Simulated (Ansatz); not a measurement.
Molecule: GeH, net charge 0, doublet state. 
Structure (B3LYP-D3(BJ)/def2-TZVP (Ansatz, a first-principles code) minimum search):
```xyz
2

Ge     0.0000     0.0000    -0.0487
H      0.0000     0.0000     1.5577
```
Charge 0, spin multiplicity 2.

Basis-set convergence of Hartree-Fock and MP2 correlation energies (hartree) with Ansatz. Cores are frozen in the correlated levels unless marked. UHF or UKS for open shells. No spin-orbit coupling. The frozen core is the preceding noble-gas configuration, with the filled d and f shells of earlier blocks. No relativistic terms.

| basis | functions | E(HF) | E(corr, MP2) |
|---|---|---|---|
| def2-SVP | 37 | -2075.62978 | -0.06128 |
| def2-TZVPP | 62 | -2075.89406 | -0.07543 |
| def2-QZVPP | 119 | -2075.93636 | -0.08071 |

Extrapolating the two largest sets (X = 3 and 4) as X^-3: E(corr) = (64·(-0.08071) - 27·(-0.07543))/37 = -0.0846 Eh, an estimate of the basis-set limit. The largest set recovers 95.4 % of it, the smallest 72.5 %.
